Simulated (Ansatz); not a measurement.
Consider the ligand exchange at the Si–N bond: `N[SiH2]N[SiH](N)Cl` + CH₃SH → `CS[SiH](N)Cl` + `N[SiH2]N`.

Program: Ansatz. Geometries: PBE0-D4/def2-TZVP. ΔE: electronic, gas phase. CCSD(T)/CBS is the MP2 limit (def2-TZVPP, def2-QZVPP) plus CCSD(T) − MP2 in def2-TZVPP, frozen cores. This one scheme is used for every species. Functionals use def2-TZVPP. B3LYP here is the variant with VWN-RPA as its local correlation; programs differ in this. Each species was taken in one conformer, which may not be the lowest.

```json
{"level": "PBE0-D4", "ΔE (kJ/mol)": "14.2", "difference from CCSD(T)/CBS": "-4.0"}
{"level": "ωB97X-V", "ΔE (kJ/mol)": "19.1", "difference from CCSD(T)/CBS": "0.9"}
{"level": "ωB97M-V", "ΔE (kJ/mol)": "20.0", "difference from CCSD(T)/CBS": "1.8"}
{"level": "B2PLYP", "ΔE (kJ/mol)": "19.2", "difference from CCSD(T)/CBS": "1.0"}
{"level": "PBE0", "ΔE (kJ/mol)": "12.2", "difference from CCSD(T)/CBS": "-6.0"}
{"level": "B3LYP", "ΔE (kJ/mol)": "17.9", "difference from CCSD(T)/CBS": "-0.3"}
{"level": "SCS-MP2/def2-TZVPP", "ΔE (kJ/mol)": "22.0", "difference from CCSD(T)/CBS": "3.8"}
{"level": "MP2/def2-QZVPP", "ΔE (kJ/mol)": "16.2", "difference from CCSD(T)/CBS": "-2.0"}
{"level": "MP2/CBS(def2)", "ΔE (kJ/mol)": "13.8", "difference from CCSD(T)/CBS": "-4.4"}
{"level": "CCSD/CBS(def2)", "ΔE (kJ/mol)": "19.4", "difference from CCSD(T)/CBS": "1.2"}
{"level": "CCSD(T)/CBS", "ΔE (kJ/mol)": "18.2", "difference from CCSD(T)/CBS": "0"}
```

Largest T1 diagnostic among the species: 0.010.

From PBE to PBE0 (25 % exact exchange), in def2-TZVPP and without D4, ΔE moves by +3.0 kJ/mol.
